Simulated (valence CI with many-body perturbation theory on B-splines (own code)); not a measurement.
E1 line list for Hg⁴⁹⁺

Calculated by valence CI with perturbative core correlation (CI+MBPT): three valence electrons over a frozen Dirac-Fock core [Ar] 3d10, radial functions for each j: 11 s, 11 p, 10 d, 8 f, 5 g, 2 h, with the one-electron correlation potential Σ1, the two-electron term Σ2, the three-electron term Σ3, Breit, model QED; selected CI, second order for the rest, scaled by the run's own slope (own B-spline code, finite nucleus).

No measured spectrum was set against this ion. As an estimate, large intervals hold to a few tenths of a per cent, small ones and those within an open d or f shell to about a per cent.

Lines 1 to 50 of 562 in falling wavelength, among levels below 1028.0 eV, chosen from the strongest by gf and those to the six lowest levels. Wavelengths and rates use the calculated energies. Electric multipoles are in the length gauge with retardation, E1 and E2 with the static RPA response of the core. Weak lines are less certain than strong ones. Lines between different terms over intervals too small for the method are left out, as are lines whose strength nearly cancels. Where a level lies close to another of its J and parity, the split of strength between their lines is uncertain.

Levels are named by their leading jj configuration (3d3/2^4 stands for four electrons in 3d with j = 3/2), which in mixed levels can hold well under half, so a name can repeat and another be missing. Letters in brackets count levels of one name in rising energy.

```tsv
λ vac (nm)	Upper	Lower	A (s⁻¹)	log gf	Branch %
34.13	(4s^2 4p3/2) J=3/2	(4s 4p1/2^2) J=1/2	5.68e+06	-3.40	25.9
12.73	(4s 4p1/2 4p3/2) J=3/2 [a]	(4s^2 4p3/2) J=3/2	3.12e+09	-1.52	32.4
12.09	(4p1/2 4d3/2 4d5/2) J=9/2	(4s 4d3/2 4d5/2) J=7/2 [b]	1.20e+10	-0.58	4.3
12.02	(4p1/2 4p3/2 4f7/2) J=9/2 [a]	(4s 4p3/2 4f7/2) J=7/2 [b]	1.23e+10	-0.58	1.3
12.02	(4p1/2 4p3/2 4d5/2) J=7/2 [b]	(4s 4p3/2 4d5/2) J=5/2 [b]	1.72e+10	-0.53	1.4
11.92	(4p1/2 4p3/2 4f7/2) J=9/2 [b]	(4s 4d5/2^2) J=7/2 [a]	1.11e+10	-0.63	1.3
11.82	(4p1/2 4p3/2 4f7/2) J=11/2	(4s 4p3/2 4f7/2) J=9/2 [b]	2.22e+10	-0.25	3.0
11.72	(4p1/2 4d5/2^2) J=9/2	(4s 4d5/2^2) J=7/2 [b]	2.20e+10	-0.34	2.1
11.69	(4s 4p1/2 4f5/2) J=7/2	(4s^2 4f5/2) J=5/2	2.28e+10	-0.43	9.3
11.62	(4s 4p1/2 4d5/2) J=7/2	(4s^2 4d5/2) J=5/2	2.12e+10	-0.46	6.1
11.60	(4s 4p1/2 4p3/2) J=5/2	(4s^2 4p3/2) J=3/2	1.83e+10	-0.65	100.0
11.52	(4p1/2 4d3/2 4d5/2) J=9/2	(4s 4d3/2 4d5/2) J=9/2	1.41e+10	-0.55	5.1
11.41	(4p1/2 4p3/2 4d5/2) J=9/2	(4s 4p3/2 4d5/2) J=7/2 [a]	1.31e+10	-0.59	2.2
11.40	(4s 4p1/2 4f7/2) J=9/2	(4s^2 4f7/2) J=7/2	2.67e+10	-0.28	12.8
11.28	(4p1/2 4d5/2^2) J=5/2	(4s 4d5/2^2) J=3/2	2.23e+10	-0.59	2.3
11.20	(4s 4p1/2 4f7/2) J=7/2 [b]	(4s^2 4f7/2) J=7/2	2.38e+10	-0.45	8.5
11.10	(4s 4p1/2 4f5/2) J=5/2 [b]	(4s^2 4f5/2) J=5/2	2.32e+10	-0.59	6.1
11.07	(4s 4p1/2 4f7/2) J=5/2	(4s^2 4f7/2) J=7/2	2.57e+10	-0.55	6.6
11.03	(4p1/2^2 4p3/2) J=3/2	(4s 4p1/2 4p3/2) J=3/2 [b]	2.10e+10	-0.82	3.6
11.01	(4s 4p1/2^2) J=1/2	(4s^2 4p1/2) J=1/2	4.13e+10	-0.82	100.0
10.83	(4p1/2^2 4d5/2) J=5/2	(4s 4p1/2 4d5/2) J=3/2	2.50e+10	-0.58	5.7
10.75	(4p1/2 4d5/2^2) J=9/2	(4s 4d5/2^2) J=9/2	2.02e+10	-0.46	1.9
10.70	(4p1/2 4p3/2 4d3/2) J=7/2	(4s 4p3/2 4d3/2) J=7/2	2.05e+10	-0.55	2.0
10.68	(4p1/2^2 4d5/2) J=5/2	(4s 4p1/2 4d5/2) J=5/2 [b]	3.19e+10	-0.48	7.3
10.63	(4p1/2 4p3/2 4f5/2) J=7/2 [a]	(4s 4p3/2 4f5/2) J=7/2	1.99e+10	-0.57	1.7
10.59	(4p1/2 4p3/2 4f7/2) J=5/2 [b]	(4s 4p3/2 4f7/2) J=3/2	2.91e+10	-0.53	3.1
10.58	(4p1/2^2 4f5/2) J=5/2	(4s 4p1/2 4f5/2) J=3/2	3.32e+10	-0.48	6.3
10.52	(4p1/2 4d3/2^2) J=3/2	(4s 4d3/2^2) J=5/2	4.15e+10	-0.56	1.4
10.48	(4p1/2^2 4f5/2) J=5/2	(4s 4p1/2 4f5/2) J=5/2 [b]	4.34e+10	-0.37	8.3
10.48	(4p1/2 4d5/2^2) J=7/2	(4s 4d5/2^2) J=9/2	4.08e+10	-0.27	2.7
10.43	(4p1/2 4p3/2 4d5/2) J=3/2 [a]	(4s 4p3/2 4d5/2) J=5/2 [a]	4.36e+10	-0.55	4.0
10.43	(4p1/2^2 4f7/2) J=7/2	(4s 4p1/2 4f7/2) J=5/2	4.18e+10	-0.26	11.7
10.42	(4p1/2 4p3/2 4f7/2) J=7/2 [b]	(4s 4p3/2 4f7/2) J=5/2 [a]	2.11e+10	-0.56	2.1
10.32	(4p1/2^2 4f7/2) J=7/2	(4s 4p1/2 4f7/2) J=7/2 [b]	4.76e+10	-0.22	13.3
10.31	(4s 4p1/2 4p3/2) J=3/2 [b]	(4s^2 4p3/2) J=3/2	2.68e+10	-0.77	3.8
10.31	(4p1/2 4p3/2 4d5/2) J=5/2 [a]	(4s 4p3/2 4d5/2) J=5/2 [a]	2.78e+10	-0.58	2.8
10.29	(4p1/2 4p3/2 4f7/2) J=7/2 [a]	(4s 4p3/2 4f7/2) J=9/2 [a]	4.20e+10	-0.27	5.2
10.23	(4p1/2 4p3/2 4f7/2) J=9/2 [a]	(4s 4p3/2 4f7/2) J=9/2 [a]	2.22e+10	-0.46	2.4
10.21	(4p1/2 4p3/2 4f7/2) J=9/2 [b]	(4s 4p3/2 4f7/2) J=11/2	2.03e+10	-0.50	2.3
10.15	(4p1/2^2 4f7/2) J=7/2	(4s 4p1/2 4f7/2) J=9/2	6.37e+10	-0.10	17.8
10.12	(4p1/2 4p3/2 4f5/2) J=7/2 [b]	(4s 4p3/2 4f5/2) J=9/2	3.73e+10	-0.34	2.5
10.11	(4s 4p1/2 4p3/2) J=1/2	(4s^2 4p3/2) J=3/2	3.45e+10	-0.97	2.7
10.11	(4p1/2^2 4d5/2) J=5/2	(4s 4p1/2 4d5/2) J=7/2	6.59e+10	-0.22	15.1
10.10	(4p1/2 4d3/2 4d5/2) J=7/2 [b]	(4s 4d3/2 4d5/2) J=9/2	4.41e+10	-0.27	2.6
10.09	(4p1/2^2 4d3/2) J=3/2	(4s 4p1/2 4d3/2) J=5/2	7.24e+10	-0.35	41.0
10.06	(4p1/2 4p3/2 4f7/2) J=9/2 [c]	(4s 4p3/2 4f7/2) J=11/2	3.18e+10	-0.32	3.7
10.01	(4p1/2^2 4f5/2) J=5/2	(4s 4p1/2 4f5/2) J=7/2	6.56e+10	-0.23	12.5
10.00	(4p1/2 4p3/2 4f7/2) J=5/2 [a]	(4s 4p3/2 4f7/2) J=7/2 [a]	2.74e+10	-0.61	2.4
9.971	(4p1/2 4p3/2 4f7/2) J=11/2	(4s 4p3/2 4f7/2) J=11/2	3.24e+10	-0.24	4.3
9.917	(4p1/2 4p3/2 4d5/2) J=7/2 [a]	(4s 4p3/2 4d5/2) J=9/2	5.43e+10	-0.19	5.7
```

(1) How does gf follow from A for the line at 10.29 nm?

## Answers

(1) gf = 1.4992 × (2J+1)_upper × A / σ², with σ = 971449 cm⁻¹ and 2J+1 = 8: gf = 0.533.
